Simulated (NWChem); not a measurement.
Correlation energy of germanium monotelluride (GeTe)

```
Ge
Te 1 2.3664
```
Charge 0, spin multiplicity 1.

Everything below was run with NWChem. The geometry was optimised at B3LYP/def2-SVP with def2 effective core potentials on Te, a minimum by its harmonic frequencies.

Basis set: def2-TZVP. Each correlation energy counts from its own Hartree-Fock reference.

Effective core potentials replace the inner electrons of Te; spin-orbit coupling is left out. The correlated methods keep 13 core orbitals frozen. Coupled-cluster values serve here as a point of comparison, not as the truth.

For the correlation energy, MP2 gives -681.0 mHa and SCS-MP2 gives -609.8 mHa. What do CR-CCSD[T], CR-CCSD(T), CCSD give?

CR-CCSD[T]: -672.5 mHa; CR-CCSD(T): -670.9 mHa; CCSD: -651.9 mHa.
